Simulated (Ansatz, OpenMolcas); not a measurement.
**How basis sets differ on SnO (tin(ii) oxide)**

The species is SnO (2 atoms), meant as a singlet with charge 0. As SMILES, `[O]=[Sn]`. The coordinates come from a PBE0-D4/def2-TZVP relaxation.

```xyz
2

O     0.0000    0.0000   -0.0071
Sn    0.0000    0.0000    1.8107
```

Quantity: the electronic atomisation energy, in eV. The values are calculated. Electronic energies at fixed atoms, without zero-point motion or spin-orbit coupling.

```
                          level          kind     program  value (eV)  CPU time (all runs)
                      HF/STO-3G  Hartree–Fock  OpenMolcas     -220.87                5.8 s
                       HF/3-21G  Hartree–Fock  OpenMolcas        0.74                5.7 s
   HF/def2-SVP (core potential)  Hartree–Fock      Ansatz        1.29               0.45 s
 HF/def2-TZVPP (core potential)  Hartree–Fock      Ansatz        1.72               0.78 s
HF/def2-TZVPPD (core potential)  Hartree–Fock  OpenMolcas        1.75                 12 s
 HF/def2-QZVPP (core potential)  Hartree–Fock      Ansatz        1.78                1.9 s
```

All-electron rows without a relativistic Hamiltonian named are non-relativistic, while core potentials hold scalar relativity, so basis and relativity change together. The values span -220.87 to 1.78 eV. Spin contamination of the reference (⟨S²⟩ at least 0.1 too high) touches HF/STO-3G. Without the sets that lack polarisation functions the rows with a basis span only 1.29 to 1.78 eV. CPU times are rough (shared hosts, several kinds of processor): they show what a rung costs within a factor of a few.
